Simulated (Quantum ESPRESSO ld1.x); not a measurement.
Results of a calculation; reference values are marked as such.
Task: These are the eigenvalues of the occupied orbitals of an atom or ion with whole-number occupations (eV). Code: ld1.x of Quantum ESPRESSO 7.5. Model: Dirac Kohn-Sham, LDA (Slater exchange, VWN5 correlation), spin-unpolarised, spherical densities, point nucleus.

| orbital | eigenvalue |
|---|---|
| 1s1/2 | -18122.6 |
| 2s1/2 | -4019.40 |
| 2p1/2 | -3899.90 |
| 3s1/2 | -1671.40 |

Which element is it, and in what charge state? The configuration may be excited. Open shells, if any, fill j = l - 1/2 first.

Result: Z = 38, strontium, charge +31: Sr31+ in [He] 2s2 2p2 3s1. The list shows which subshells hold electrons but not how many an open one holds; the 1s level, -665.99 hartree, gives Z - s = 36.5 by -(Z - s)^2/2, which with screening and relativity narrows Z to a few neighbours, and the depths of the outer levels then fix element, charge and occupations together.
